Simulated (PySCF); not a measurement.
CI₃, SMILES I[C-](I)I, charge -1. Coordinates come from a B3LYP-D3(BJ)/def2-SVPD optimisation. The def2 effective core potentials stand for the cores of I; spin–orbit coupling is left out.

All values below come from B3LYP-D3(BJ)/def2-SVPD (PySCF).

Harmonic wavenumbers (cm⁻¹): 84, 84, 118, 393, 393, 395. Rotational constants (GHz): 0.5792, 0.5792, 0.2928; symmetry number 3.

Problem. Work out the zero-point energy and the ideal-gas rigid-rotor harmonic-oscillator thermochemistry at 298.15 K and 1 atm.

Solution. ZPE = ½ Σ hcν = ½ × 1467 cm⁻¹ = 8.77 kJ/mol. H − E(el) = 27.04 kJ/mol. Entropy in J/(mol K): translation 183.24, rotation 126.67, vibration 57.26, total 367.18. G − E(el) = -82.44 kJ/mol. Cp = 76.38 J/(mol K). Modes under 150 cm⁻¹ make the vibrational entropy uncertain.
